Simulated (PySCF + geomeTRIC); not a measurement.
Species: CH5NS, SMILES `CNS` (C–N–S–H torsion 61°) (charge 0, multiplicity 1).

Question: Give a relaxed geometry from B3LYP-D3(BJ)/def2-TZVP (PySCF + geomeTRIC).

Answer: Several could match; the one computed here: the end point of this relaxation, one of several conformers (outside a Z-matrix the atoms follow the SMILES, hydrogens last).
Cartesian coordinates (Å) in one orientation:
```xyz
8

C     -0.819    -0.204    -0.264
N      0.332     0.688    -0.259
S      1.863    -0.023    -0.113
H     -0.707    -0.924    -1.075
H     -1.722     0.384    -0.443
H     -0.943    -0.761     0.675
H      0.218     1.466     0.377
H      1.776    -0.638     1.099
```
